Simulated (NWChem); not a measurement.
Species: SiSH cation, singlet; SMILES [Si]=[SH+]

```xyz
3

Si     0.0209    -1.1328     0.0000
S      0.0633     0.9322     0.0000
H     -1.3051     0.9441     0.0000
```
Atoms are numbered in this order, from 1.

Low-valent species are run as closed-shell singlets; no triplet was tried in these runs. Structure relaxed at the PBE0/def2-SVP level.

Symmetry labels are those of Cs in the frame above (b1 and b2, or b-type labels, depend on it).

Problem. List the 4 lowest vertical singlet excitations from B3LYP/aug-cc-pVDZ, full TDDFT (NWChem).

Solution. 
```csv
state,energy (eV),oscillator strength,symmetry,leading excitation (squared amplitude)
S1,3.51,0.000,a",HOMO−1 → LUMO (1.00)
S2,3.82,0.019,a',HOMO → LUMO (0.98)
S3,4.51,0.019,a",HOMO → LUMO+1 (0.99)
S4,5.09,0.060,a',HOMO−1 → LUMO+1 (0.89)
```
